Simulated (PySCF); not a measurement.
Potential energy of CaZn along the bond

Set-up: PySCF, spin-free X2C with a Gaussian nucleus, basis sets Ca x2c-SVPall, Zn x2c-SVPall. Energies in eV from Ca + Zn in their ground configurations at the same level. State: ¹Σ⁺ (singlet), closed shell.

All columns are PBEsol. A positive dipole means Ca(−)Zn(+).

```
R (Å)  E (eV)  μ (D)  Mulliken charge on Ca (basis-dependent)  HOMO (eV)  LUMO (eV)  Mayer bond order  ⟨S²⟩
3.235  -0.165   0.35                                    -0.05      -3.55      -1.86              0.36  0.00
3.385  -0.186   0.24                                    -0.05      -3.59      -1.84              0.32  0.00
3.535  -0.189   0.15                                    -0.04      -3.63      -1.81              0.27  0.00
3.648  -0.184   0.10                                    -0.04      -3.66      -1.80              0.24  0.00
3.761  -0.174   0.06                                    -0.03      -3.68      -1.78              0.21  0.00
3.874  -0.162   0.02                                    -0.03      -3.71      -1.76              0.19  0.00
4.024  -0.144  -0.01                                    -0.02      -3.73      -1.75              0.16  0.00
4.212  -0.121  -0.04                                    -0.02      -3.75      -1.73              0.12  0.00
4.438  -0.095  -0.05                                    -0.01      -3.77      -1.71              0.09  0.00
4.739  -0.066  -0.05                                    -0.01      -3.79      -1.69              0.06  0.00
```

A fit through these points gives, at Re = 3.490 Å, μ = 0.18 D and dμ/dR = -0.560 D/Å; the reduced mass is 24.59 u.

Q: How strong is the fundamental in the double-harmonic approximation, I = 42.26·(dμ/dR)²/μred km/mol?

A: I = 42.26·(-0.560)²/24.59 = 0.539 km/mol at PBEsol.

Closed-shell solutions of metal pairs were not tested for spin polarisation, which can lower them a little. The bond is weak. Basis-set superposition, not corrected here, can be much of De in a small basis, most of all at correlated wavefunction levels. Functionals without a dispersion term scatter widely for such bonds, and LDA overbinds them.
